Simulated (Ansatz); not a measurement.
H$_{3}$ISi$_{2}$ (SMILES [SiH3][Si]I), singlet, at a GFN2-xTB geometry (all electrons, no relativity), with bond 5-3 at 1.4 times its length; Ansatz (a program for electronic structure) with SC-NEVPT2/STO-3G, CASSCF(4,6).

Here is a job for Ansatz.
Ansatz 0.2 input:
```yaml
crystal:
  periodic: [false, false, false]
  atoms:
    - {symbol: Si, position_ang: [0.16908524, 0.93174469, 1.20082629]}
    - {symbol: I, position_ang: [-0.07485461, -1.14931101, -0.22554086]}
    - {symbol: Si, position_ang: [0.09334105, 2.72442527, -0.24766583]}
    - {symbol: H, position_ang: [-0.98232574, 3.56833677, 0.30364966]}
    - {symbol: H, position_ang: [-0.16198237, 2.73695898, -2.28516042]}
    - {symbol: H, position_ang: [1.36468457, 3.42538913, 0.00878823]}
basis:
  gaussian:
    orbitals: STO-3G
magnetization: {spin_polarized: false}
correlation: {method: sc_nevpt2, electrons: all, active_space: {window: {electrons: 4, orbitals: 6}}}
```

What the program printed (banner, timings and long lists left out):

```
Functional definition: HF
508 factors; integrals over basis functions are off by at most 3.7e-5 eV
mean field evaluation 1: about -202002.1478 eV, gradient 1.8e1 eV
mean field evaluation 2: about -202002.1535 eV, gradient 1.8e1 eV
mean field evaluation 4: about -202004.4421 eV, gradient 1.1e0 eV
mean field evaluation 8: about -202004.4570 eV, gradient 1.1e-2 eV
mean field -202004.45699165 eV, -7423.5268709042 hartree, gradient 9.6e-6 eV, S^2 0.000000; 0 other end points of the search recorded, 0 dependent functions left out; unrestricted orbitals would lower it
reference -202004.45699165 eV, -7423.5268709042 hartree; 42, 42 occupied and 6, 6 virtual orbitals, 508 factors
state -202006.16916655 eV, -7423.5897921712 hartree
state -202006.16916655 eV, -7423.5897921712 hartree; corrected -202007.57581542 eV, -7423.6414855641 hartree
Total energy: -202007.57581542 eV, -7423.6414855641 hartree
```
